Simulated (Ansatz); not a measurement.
Program: Ansatz. Geometries: PBE0-D4/def2-TZVP. ΔE: electronic, gas phase. CCSD(T)/CBS adds triple-zeta CCSD(T) − MP2 to the extrapolated MP2 energy (def2 sets, frozen cores). Functionals use def2-TZVPP. B3LYP here is the variant with VWN-RPA as its local correlation; programs differ in this. def2 core potentials past Kr. For Ga, Sn outer-core shells are correlated without core-valence functions, which leaves a few kJ/mol of doubt a bond. Scalar relativity is left out up to krypton. One conformer a species, not always the lowest.

Reaction (redistribution): `C[B]([SiH3])[SnH3]` + `[NH2][GaH][CH2]F` → `F[CH2][GaH][SnH3]` + `CB(N)[SiH3]`

(1) Is it downhill or uphill in electronic energy at CCSD(T)/CBS, and by how much? (An estimate is asked.)

(2) What do these levels give: PBE0-D4, B3LYP-D4, ωB97M-V, r2SCAN, HF/def2-TZVPP, MP2/def2-TZVPP? (Best estimate.)

Largest T1 diagnostic among the species: 0.014.

Results:

(1) Ansatz gave: Downhill: ΔE = -34.5 kcal/mol.

(2) The calculation gave: PBE0-D4 -37.8, B3LYP-D4 -37.8, ωB97M-V -37.4, r2SCAN -36.8, HF/def2-TZVPP -37.3, MP2/def2-TZVPP -35.0 kcal/mol.

In def2-TZVPP, CCSD(T) changes the Hartree–Fock value by +2.3 kcal/mol (the triples alone add +0.2 kcal/mol) and MP2 by +2.2 kcal/mol.
